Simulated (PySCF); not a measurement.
(E)-2-chlorobut-2-ene (C₄H₇Cl), SMILES C/C(Cl)=C\C.

Geometry: B3LYP-D3(BJ)/def2-SVP.

These are TDDFT-B3LYP/def2-SVPD (PySCF) values and carry that method's errors.

Vertical excitations. The molecule is in vacuum. State labels are in the subgroup Cs.

| state | symmetry | energy (eV) | λ (nm) | f | main pairs |
|---|---|---|---|---|---|
| S1 | A" | 5.94 | 209 | 0.000 | HOMO→LUMO+1 62 %, HOMO→LUMO+2 35 % |
| S2 | A" | 6.28 | 197 | 0.004 | HOMO→LUMO+2 63 %, HOMO→LUMO+1 36 % |
| S3 | A' | 6.48 | 191 | 0.348 | HOMO→LUMO 93 % |
| S4 | A" | 7.07 | 175 | 0.001 | HOMO→LUMO+3 95 % |
| S5 | A" | 7.11 | 174 | 0.000 | HOMO−1→LUMO 98 % |
| S6 | A" | 7.21 | 172 | 0.001 | HOMO→LUMO+4 95 % |
| S7 | A' | 7.62 | 163 | 0.002 | HOMO−1→LUMO+2 52 %, HOMO−1→LUMO+1 45 % |
| S8 | A" | 7.98 | 155 | 0.002 | HOMO→LUMO+5 92 % |
| S9 | A' | 8.03 | 154 | 0.022 | HOMO−1→LUMO+1 43 %, HOMO−1→LUMO+2 41 %, HOMO→LUMO+6 10 % |
| S10 | A' | 8.09 | 153 | 0.015 | HOMO→LUMO+6 83 % |
| T1 | A' | 4.12 | 301 | 0 | HOMO→LUMO 95 % |
| T2 | A" | 5.56 | 223 | 0 | HOMO→LUMO+2 53 %, HOMO→LUMO+1 41 % |
| T3 | A" | 6.18 | 201 | 0 | HOMO→LUMO+1 56 %, HOMO→LUMO+2 41 % |
| T4 | A' | 6.93 | 179 | 0 | HOMO−1→LUMO+2 62 %, HOMO−1→LUMO+1 29 % |
Triplets are in the Tamm–Dancoff approximation, which puts them higher than full response would, so one can lie above its singlet here.
